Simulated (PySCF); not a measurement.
# C₆ coefficients of unlike pairs at UHF

Calculated with PySCF 2.14 from the dipole response of each species, C₆(A,B) = (3/π) ∫ α_A(iu) α_B(iu) du, in atomic units, from isotropic polarisabilities. For ions this is the dispersion term alone; charge-induced terms of lower order in 1/R come first.

```json
{"species": "N⁺", "configuration": "[He] 2s2 2p2 (3P)", "basis": "dyall-av2z (11s7p2d)", "relativity": "none", "α (bohr³)": "3.912", "C₆ (like pair)": "8.187"}
{"species": "Al", "configuration": "[Ne] 3s2 3p1 (2P)", "basis": "aug-cc-pVQZ-DK (7s6p4d3f2g)", "relativity": "spin-free X2C", "α (bohr³)": "61.28", "C₆ (like pair)": "553.2"}
{"species": "Mo³⁺", "configuration": "[Kr] 4d3 (4F)", "basis": "aug-cc-pVTZ-PP with ECP28MDF (6s6p5d3f2g)", "relativity": "core potential", "α (bohr³)": "5.435", "C₆ (like pair)": "24.08"}
{"species": "Ga³⁺", "configuration": "[Ar] 3d10 (1S)", "basis": "aug-cc-pVTZ-PP with one added diffuse shell each of s, d, f type with ECP10MDF (7s5p5d3f)", "relativity": "core potential", "α (bohr³)": "0.8433", "C₆ (like pair)": "0.8637"}
```

Question: Estimate C₆ for Mo³⁺ with Al.

Answer: The integral gives 84.69. The combination rule 2 C_A C_B / (C_A α_B/α_A + C_B α_A/α_B) gives 83.10 and the geometric mean 115.4.

No spin-orbit coupling is included.

The other pairs:

```tsv
pair	C₆
Al, N⁺	55.75
Mo³⁺, N⁺	13.81
Ga³⁺, Al	14.09
Ga³⁺, Mo³⁺	4.504
Ga³⁺, N⁺	2.513
```
